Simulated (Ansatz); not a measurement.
Program: Ansatz. Geometries: PBE0-D4/def2-TZVP. ΔE: electronic, gas phase. CCSD(T)/CBS is the MP2 limit (def2-TZVPP, def2-QZVPP) plus CCSD(T) − MP2 in def2-TZVPP, frozen cores. DFT in def2-TZVPP. Elements past krypton have def2 core potentials. For Te outer-core shells are correlated without core-valence functions, which leaves a few kJ/mol of doubt a bond. Each species was taken in one conformer, which may not be the lowest.

Consider the redistribution: `B[TeH]` + `OC(F)[SiH2][SiH3]` → `B[SiH2]C(O)F` + `[SiH3][TeH]`.

CCSD(T)/CBS gives +10.3 kcal/mol.

Task: Another level gave +11.0 kcal/mol. Which?
A. PBE0/def2-TZVPP
B. HF/def2-TZVPP
C. PBE-D4/def2-TZVPP
D. SCS-MP2/def2-TZVPP

Result: A. PBE0 11.0, SCS-MP2/def2-TZVPP 9.8, HF/def2-TZVPP 5.5, PBE-D4 12.8 kcal/mol.

Largest T1 diagnostic among the species: 0.015.

In def2-TZVPP, CCSD(T) changes the Hartree–Fock value by +5.9 kcal/mol (the triples alone add +1.2 kcal/mol) and MP2 by +5.3 kcal/mol. From PBE to PBE0 (25 % exact exchange), in def2-TZVPP and without D4, ΔE moves by −1.7 kcal/mol.
